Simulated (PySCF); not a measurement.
C2H6BF. Atoms are numbered in the order given.

```xyz
10

B      0.0000     0.0000     0.0683
F      0.0000     0.0000     1.4087
C      1.3901    -0.0093    -0.6606
H      1.6732     1.0452    -0.8471
H      1.3560    -0.4985    -1.6467
H      2.1930    -0.4539    -0.0524
C     -1.3901     0.0093    -0.6606
H     -1.3560     0.4985    -1.6467
H     -2.1930     0.4539    -0.0524
H     -1.6732    -1.0452    -0.8471
```
Charge 0, spin multiplicity 1.

The structure is a stationary point at B3LYP-D3(BJ)/def2-SVP.

The numbers are results of KT2/pcSseg-1 in PySCF, not measurements.

GIAO shieldings, no solvent; atoms alike by connectivity are averaged. δ = σ(ref) − σ: ¹¹B against BF3 (σ = 89.8 ppm); ¹⁹F against CFCl3 (σ = 127.1 ppm); ¹³C against TMS (σ = 185.1 ppm); ¹H against TMS (σ = 31.47 ppm), references at their B3LYP-D3(BJ)/def2-TZVP geometries, non-relativistic.

```
nucleus                    atoms  count  δ (ppm)
-------  -----------------------  -----  -------
¹¹B                           B1      1     47.3
¹⁹F                           F2      1    -32.1
¹³C                       C3, C7      2      8.4
¹H       H4, H5, H6, H8, H9, H10      6     0.79
```
